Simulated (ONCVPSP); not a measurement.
## Pt: one change to an ONCV potential, before and after

- Element: platinum (Pt)
- Generator: ONCVPSP 4.0.1
- Type: optimised norm-conserving Vanderbilt (ONCV)
- Functional: PBE
- Relativity: scalar-relativistic
- Frozen core: [Kr] 4d10 4f14
- Valence charge: 18
- Reference configuration: 5s2 5p6 5d9 6s1
- Partial waves: 5s+6s: rc 1.60 bohr, ncon 4, nbas 7, qcut 8.2 1/bohr, 2 projectors; 5p: rc 1.85 bohr, ncon 4, nbas 7, qcut 7 1/bohr, 2 projectors, debl 1.3 Ha; 5d: rc 2.10 bohr, ncon 4, nbas 9, qcut 8.1 1/bohr, 2 projectors, debl 3.2 Ha
- Local potential: polynomial inside 1.25 bohr (lpopt 5, dvloc0 0 Ha)
- Core correction: none

In the p channel the program set the typed energies aside and used -2.059, 0.250 Ha.

Change: s: qcut 5.6; p: qcut 4.8; d: qcut 5.5.

Cutoffs: the cutoffs (Ha) at which the residual kinetic energy of the hardest occupied pseudo-wave falls to 1 and 0.1 mHa per electron; they do not see the model core or the augmentation charge, which bear on the density cutoff. Errors are all-electron minus pseudo energies relative to the spin-unpolarised reference configuration.

Question: Predict the effect on cutoff, ghosts and configuration errors.

Answer: The potential gets neither clearly harder nor softer (24 Ha and 28 Ha → 21 Ha and 51 Ha); the p channel sets the loose cutoff, while the largest relative change is in s, which becomes softer; of the 4 tests that both files solve, the error grows in 2 and shrinks in 1 by more than 15 % and 0.3 meV (median size 8.2 → 6.9 meV); neither file shows a bound ghost.

```tsv
quantity	base	changed
cutoff, loose	24 Ha	21 Ha
cutoff, tight	28 Ha	51 Ha
loose cutoff by channel	s 24 Ha, p 15 Ha, d 19 Ha	s 16 Ha, p 21 Ha, d 14 Ha
bound ghosts	none	none
GHOST(+) flags under 300 eV	s at 233.2 eV	s at 161.8 eV
error for 5s2 5p6 5d9 6s0, meV [ΔE 9.19 eV]	-4.1	-3.5
error for 5s2 5p6 5d8 6s0, meV [ΔE 29.16 eV]	-5.0	-7.2
error for 5s2 5p6 5d7 6s0, meV [ΔE 61.38 eV]	-11	+6.7
error for 5s2 5p6 5d6 6s0, meV [ΔE 107.03 eV]	-26	+70
s: phases at 1.62 bohr within 0.05 rad from the reference energy up to (Ha; the scan ends near 5)	to the end of the scan	to the end of the scan
p: phases at 1.88 bohr within 0.05 rad from the reference energy up to (Ha; the scan ends near 5)	to the end of the scan	to the end of the scan
d: phases at 2.13 bohr within 0.05 rad from the reference energy up to (Ha; the scan ends near 5)	to the end of the scan	to the end of the scan
```
